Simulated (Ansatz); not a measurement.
Molecule: sum formula H5BN2O, net charge 0, singlet state. 
Structure (B3LYP-D3(BJ)/def2-TZVP (Ansatz, a quantum-chemistry and plane-wave program) minimum search):
```xyz
9

N      1.2674    -0.5594     0.3003
B      0.0087     0.0178    -0.0050
N     -1.2056    -0.7175     0.1240
O      0.0251     1.3366    -0.4359
H      2.1166    -0.0324     0.2058
H      1.3968    -1.5005     0.6208
H     -2.1110    -0.3378    -0.0839
H     -1.2384    -1.6718     0.4339
H     -0.8407     1.6984    -0.6344
```
Charge 0, spin multiplicity 1.

Wanted: vertical triplet-singlet gap (E(triplet) - E(singlet); each state is the SCF solution reached for its spin), in kcal/mol. Valence correlation only, unless marked. Open shells are spin-unrestricted. Spin-orbit coupling is left out. No relativistic terms. Basis-set limits of correlation are two-point, X^-3; Hartree-Fock from the larger set. The bracket is a focal-point correction in the basis named.

| level | program | vertical triplet-singlet gap (kcal/mol) | minus last row |
|---|---|---|---|
| HF/aug-cc-pVQZ | Ansatz | 115.5 | -19.8 |
| PBE/def2-TZVPD | Ansatz | 117.3 | -18.0 |
| r2SCAN/def2-TZVPD | Ansatz | 122.7 | -12.6 |
| B3LYP/def2-TZVPD | Ansatz | 123.9 | -11.4 |
| BHLYP/def2-TZVPD | Ansatz | 130.9 | -4.4 |
| B2PLYP/def2-TZVPD | Ansatz | 131.0 | -4.3 |
| RI-MP2/aug-cc-pVTZ | Ansatz | 141.4 | 6.1 |
| RI-MP2/aug-cc-pVQZ | Ansatz | 142.6 | 7.3 |
| CCSD/aug-cc-pVTZ | Ansatz | 133.9 | -1.4 |
| RI-MP2/CBS(aug-cc-pVTZ,aug-cc-pVQZ)+[CCSD(T)-MP2]/aug-cc-pVTZ | Ansatz | 135.3 | 0.0 |
